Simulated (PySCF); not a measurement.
SMILES COC(=O)CC[SiH3] (C₄H₁₀O₂Si), GFN2-xTB optimised geometry.

```
17

C      2.30    -1.79    -0.59
O      0.88    -1.70    -0.58
C      0.37    -0.61     0.00
O      1.04     0.27     0.48
C     -1.13    -0.61     0.00
C     -1.66     0.82     0.00
Si    -0.82     1.92     1.32
H      2.73    -0.94    -1.13
H      2.54    -2.72    -1.10
H      2.69    -1.80     0.43
H     -1.49    -1.20    -0.85
H     -1.45    -1.12     0.92
H     -2.73     0.79     0.16
H     -1.50     1.25    -0.99
H     -0.49     1.13     2.51
H      0.27     2.72     0.79
H     -1.88     2.86     1.73
```

Density from B3LYP/def2-SVP in PySCF 2.14.0 at that geometry.

Minimum of the electron density along straight lines between bonded atoms, close to the bond critical point (lines longer than 1.1 times the sum of covalent radii, or with two minima, are not listed):

```csv
bond,length / Å,ρ at the minimum / e bohr⁻³,∇²ρ there / e bohr⁻⁵,position (fraction from the first atom)
C1–O2,1.423,0.244,(withheld),0.34
O2–C3,1.333,0.309,-0.33,0.67
C3–O4,1.207,(withheld),0.30,0.33
C3–C5,1.501,0.264,-0.66,0.53
C5–C6,1.522,0.243,(withheld),0.51
C6–Si7,1.914,0.109,0.30,0.62
C1–H8,1.092,0.284,-1.10,0.64
C1–H9,1.087,0.287,-1.13,0.64
C1–H10,1.092,0.283,-1.10,0.64
C5–H11,1.092,0.277,-1.02,0.63
C5–H12,1.094,0.274,-0.99,0.63
C6–H13,1.089,0.274,-0.98,0.62
C6–H14,1.090,0.273,-0.97,0.62
Si7–H15,1.461,0.117,0.34,0.49
Si7–H16,1.456,0.119,0.34,0.49
Si7–H17,1.476,0.114,0.33,0.49
```

Fill in the missing entries.


- C1–O2, ∇²ρ there / e bohr⁻⁵: -0.31
- C3–O4, ρ at the minimum / e bohr⁻³: 0.416
- C5–C6, ∇²ρ there / e bohr⁻⁵: -0.54
